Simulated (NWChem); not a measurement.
System: InH₂S₂F; SMILES [F][In]([SH])[SH]

```xyz
6

In    -0.1834    -0.0102     0.0000
F     -2.1382     0.0959     0.0000
S      0.9030     2.1149     0.0000
H     -0.2875     2.7582     0.0000
S      0.7532    -2.2021     0.0000
H      2.0195    -1.7263     0.0000
```
Atoms are numbered in this order, from 1.

All runs: NWChem. Geometry: optimised at PBE0/def2-SVP. Not confirmed as a minimum by frequencies. def2 effective core potentials on In; no spin-orbit coupling. Ions are spin-unrestricted doublets at the neutral geometry; other ion states weren't tried.

Problem. Estimate the computed values for PBE/def2-SVP. Quantities: vertical ionisation energy, ΔSCF (eV); −ε(HOMO) (eV).

Solution. The vertical ionisation energy, ΔSCF (eV) comes out as 9.36 and the −ε(HOMO) (eV) is 6.47.
